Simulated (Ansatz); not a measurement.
Basis-set extrapolation for C2H6BFS, SMILES `BCC(F)S` (PBE0-D4/def2-TZVP geometry, frozen core, the Gaussian-basis code of Ansatz). Multiplicity 1, RHF reference.

|  | def2-TZVPP | def2-QZVPP |
| --- | --- | --- |
| HF | -600.936947 | -600.957209 |
| MP2 correlation | -0.888079 | -0.956366 |
| CCSD(T) correlation | -0.971135 | not run |

Energies in hartree. Use E(X) = E(∞) + A·exp(−7.88·√X) for Hartree–Fock and E(X) = E(∞) + B·X^(−2.97) for correlation, with X = 3 and 4, and add CCSD(T) minus MP2 of the smaller set to the MP2 limit.

Q: What is the CCSD(T) energy at the basis-set limit?

A: HF limit: -600.957209 + (-0.020262) × 0.13774 = -600.96000. MP2 limit: -0.956366 + (-0.068287) × 0.74074 = -1.00695. Higher-order term: -0.971135 − (-0.888079) = -0.08306. Total: -602.05001 hartree, 3.86 eV below CCSD(T)/def2-TZVPP.
